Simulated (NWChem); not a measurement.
System: C2H3Br; SMILES C(=C)Br

Program: NWChem. Medium grid unless said otherwise, to which SCAN and Minnesota functionals are sensitive. Coordinates come from a B3LYP/6-31G* (spherical d) optimisation. Computed dipoles belong to the equilibrium geometry; the measured one is vibrationally averaged.

Measured dipole moment: 1.42 D (NIST CCCBDB, as tabulated in the package chemicals).

```json
[
 {"level": "B3LYP/def2-SVP", "dipole moment (D)": "1.35", "computed − measured": "-0.07"},
 {"level": "PBE/def2-SVP", "dipole moment (D)": "1.28", "computed − measured": "-0.14"},
 {"level": "B3PW91/def2-SVP", "dipole moment (D)": "1.43", "computed − measured": "+0.01"},
 {"level": "LDA (Slater exchange, PW92)/def2-SVP", "dipole moment (D)": "1.30", "computed − measured": "-0.12"},
 {"level": "Hartree-Fock/def2-SVP", "dipole moment (D)": "1.74", "computed − measured": "+0.32"},
 {"level": "TPSS/def2-SVP", "dipole moment (D)": "1.40", "computed − measured": "-0.02"},
 {"level": "M06/def2-SVP", "dipole moment (D)": "1.37", "computed − measured": "-0.05"}
]
```
